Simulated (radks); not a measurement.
Spherical jellium clusters: N electrons in a uniform positive sphere of charge N and radius rs N^(1/3), rs = 5.49 bohr. Calculated with a radial shooting solver with Libxc functionals: non-relativistic Kohn-Sham, LDA (Slater exchange, Perdew-Wang correlation), spin-polarised, spherical densities. Levels are named by radial order and angular momentum (1s, 1p, 1d, 2s, ...), and open shells are averaged over m.

N = 24, configuration 1s2 1p6 1d10 2s2 1f(up 4, down 0). This is the lowest configuration that the search found. Occupied and some empty levels:

level,occupation,eigenvalue (eV),<r> (bohr)
1s up,1,-3.5895,10.26
1s down,1,-3.4817,9.819
1p up,3,-3.2582,11.61
1p down,3,-3.1177,11.43
1d up,5,-2.7980,12.53
1d down,5,-2.6419,12.48
2s up,1,-2.4221,9.367
2s down,1,-2.3591,9.617
1f up,4,-2.2298,13.31
1f down,0,-2.0684,13.34
2p up,0,-1.7100,11.26
2p down,0,-1.6404,11.33
1g up,0,-1.5720,14.05
1g down,0,-1.4130,14.14
2d up,0,-1.0127,13.36
2d down,0,-0.93574,13.46

Energy (eV): total -43.1610, kinetic 23.985, external -1183.4, Hartree 590.21, exchange-correlation -67.807, background 593.86.

Electron density:

r (bohr),n(r) (e/bohr^3)
0.496,0.002105
2.37,0.001875
4.24,0.001505
6.11,0.001281
7.97,0.001373
9.84,0.001653
11.7,0.001726
13.6,0.001282
15.4,0.0005959
17.3,0.0001780
19.2,0.00004085
21.1,8.131e-06
22.9,1.499e-06
24.8,2.663e-07
